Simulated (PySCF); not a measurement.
C6H7NOSi, SMILES N#CC[SiH2]c1ccco1 at its GFN2-xTB optimised geometry (Å):

```
16

N      1.4075    -2.6999     1.0591
C      1.7929    -1.8987     0.3380
C      2.2624    -0.8864    -0.5515
Si     1.6833     0.8616     0.0000
C     -0.1844     0.8616     0.0000
C     -1.1305    -0.1311     0.0328
C     -2.3888     0.5071     0.0508
C     -2.1254     1.8436     0.0292
O     -0.8069     2.0684     0.0000
H      3.3518    -0.9234    -0.5729
H      1.8962    -1.1104    -1.5547
H      2.2267     1.1452     1.3320
H      2.1973     1.8139    -0.9898
H     -0.9407    -1.1853     0.0507
H     -3.3518     0.0400     0.0763
H     -2.7714     2.6999     0.0300
```

Level of theory: CAM-B3LYP/def2-TZVP run with PySCF.

Map of the HOMO amplitude (bohr^(-3/2)) on the plane z = 1.5 Å; orbital energy -8.14 eV, overall sign arbitrary:

```
|*******************************|
|*******************************|
|*******************************|
|*********+*********************|
|******+++++++******************|
|*****+++++++++*****************|
|****++++++++++*****************|
|***++++=====++******+++++******|
|***+++==---=++*****+++++++*****|
|**++++=-::-=+**#***++++++++****|
|**+++==-:::-+*####*+=-==+++****|
|**+++==-:::=*#%%%#*+-.:=++++***|
|**+++==-::-+*%@@@#*=: .-=+++***|
|**+++==---=*#@@@@%*+-:-=++++***|
|**++++=--=+*%@@@@%*+====+++****|
|***+++===+*#%@@@%#**+++++++****|
|***+++++++*#%%%%##**+++++++****|
|****+++++**##%###****+++++*****|
|*****+++****####*****++********|
|******************+++**********|
|*****************++++**********|
|****************+++++**********|
|****************++=+***********|
|****************+++************|
|*****************+*************|
|*******************************|
|*******************************|
|*******************************|
|*******************************|
|*******************************|
|*******************************|
```
Scale: ten equal steps from -0.066 (start of ' ') to 0.041 (end of '@'), in the order ' .:-=+*#%@'; x runs from -5.50 to 5.50, y from -5.50 (bottom) to 5.50 (top).
